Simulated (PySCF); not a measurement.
[RuO3N]- (charge -1 and singlet state).
SMILES: `[N]#[Ru-](=[O])(=[O])=[O]`

Computed, not measured: PBE0-D3(BJ)/def2-SVP geometry optimisation, gas phase, def2 core potentials past Kr in PySCF.

Take the most abundant isotopes and a rigid rotor. 

(1) What are A, B and C (cm⁻¹)?

(2) Classify the top.

(3) Is it planar, by Δ = Ic − Ia − Ib?

(4) Give the other two planar moments, Paa and Pbb, and the rms extents of the mass along the axes.

(5) Where do the R-branch lines fall?

Answers

(1) Ia = 115.04, Ib = 115.13, Ic = 126.66 u·Å²; 505379 MHz·u·Å²/I gives 4393, 4390 and 3990 MHz, that is A = 0.14654, B = 0.14642, C = 0.13309 cm⁻¹.

(2) An oblate symmetric top, as the point group C3v requires two equal moments; the computed ones differ by 0.08 % because the geometry is symmetric only within the optimiser's tolerance; Ray's κ = 0.983.

(3) Not planar: Δ = Ic − Ia − Ib = -103.50 u·Å². For a rigid frame Δ = −2 Σ m c², so Σ m c² = 51.75 u·Å² lies off the ab plane. The atom farthest from that plane is 1.66 Å away.

(4) Paa = Σ m a² = (Ib + Ic − Ia)/2 = 63.38 and Pbb = Σ m b² = (Ia + Ic − Ib)/2 = 63.29 u·Å². With the mass M = 163.89 u, the rms extents √(P/M) along a, b and c are 0.62, 0.62, 0.56 Å.

(5) The dipole of 0.17 D (about the centre of mass, as the species is charged) lies along the symmetry axis, so ΔK = 0 and J+1 ← J falls at 2B(J+1) for every K: 8.78 GHz, 17.57 GHz, 26.35 GHz, 35.13 GHz, 43.91 GHz for J = 0 to 4.

Whether it is a minimum is left open (no frequencies). The geometry's basis has no diffuse functions, a weakness for an anion. No vibrational averaging or centrifugal distortion is included, and the geometry carries the error of its method.

On an Arm Neoverse V2 with one thread, shared host with 96 logical CPUs at a one-minute load of 9.1, this took 14 s and 0.35 GiB of memory at its peak. This is the geometry optimisation.
